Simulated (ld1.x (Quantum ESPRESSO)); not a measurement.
Configuration tests for Ge (ultrasoft)

ld1.x (Quantum ESPRESSO) 7.5 input, shortened:

```
&input
   title='Ge', zed=32., rel=1, dft='BLYP', iswitch=3,
   config='[Ar] 3d10 4s2 4p2'
 /
 &inputp
   pseudotype=3, tm=.true., lloc=-1, rcloc=0.75,
   nlcc=.true., rcore=0.65
 /
6
4S  1  0   2.00   0.00  1.35  1.60  0.0
4S  1  0   0.00   4.30  1.35  1.60  0.0
4P  2  1   2.00   0.00  1.70  2.10  0.0
4P  2  1   0.00   1.30  1.70  2.10  0.0
3D  3  2  10.00   0.00  0.70  0.90  0.0
3D  3  2   0.00  -1.75  0.70  0.90  0.0
 &test
   configts(1)='3d10 4s2 4p2'
 /
```

Energies are relative to the spin-unpolarised reference configuration 3d10 4s2 4p2; without spin polarisation the order of configurations can differ from experiment.

```csv
valence configuration,charge,ΔE all-electron (eV),error AE − PS (meV)
3d10 4s2 4p1,+1,7.364,-1.5
3d10 4s1 4p0,+3,57.768,-26
3d10 4s0 4p4,0,16.342,-7.6
3d9 4s2 4p2,+1,38.555,-454
3d10 4s2 4p2.3,-0.3,-0.851,+0.2
3d9 4s2 4p3,0,29.623,-514
```

**Question.** What are ΔE and the potential's error for 3d10 4s2 4p0?

**Answer.** ΔE = 22.821 eV all-electron; the error (AE − PS) is -7.2 meV.

Note: ghost states, extra bound levels that the all-electron valence spectrum of the same l lacks: s at -686.8 eV, p at -59.1 eV. A true bound ghost makes a file unfit for plane-wave use.
